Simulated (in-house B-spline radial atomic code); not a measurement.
Stripping nickel of all its electrons. The total binding energy is the sum of the 28 successive ionisation energies. Configuration: [Ar] (3d3/2)4 (3d5/2)4 4s2. All numbers are computed (Dirac-Hartree-Fock, average of the jj configuration; Fermi nucleus of rms radius 3.7757 fm) with a radial B-spline atomic code at the basis-set limit, not measured.

Dirac-Coulomb total energy: -1519.3147 hartree. First-order corrections (hartree): Breit 0.6006, self-energy 0.441, vacuum polarisation -0.03864, recoil 0.0109.

(1) What total binding energy follows, and how does it compare with the sum of NIST's ionisation energies?

(2) What share of the binding belongs to the last two electrons?

Results:

(1) 41315.1 eV from the corrected total, against 41354.9 ± 8.5 eV from NIST's table (measured, semi-empirical and theoretical entries, uncertainties added in quadrature). The table binds 39.8 eV more, 1.42 eV per electron, the size expected of the correlation energy that Hartree-Fock leaves out.

(2) 51 % by NIST's values (21064.3 eV).
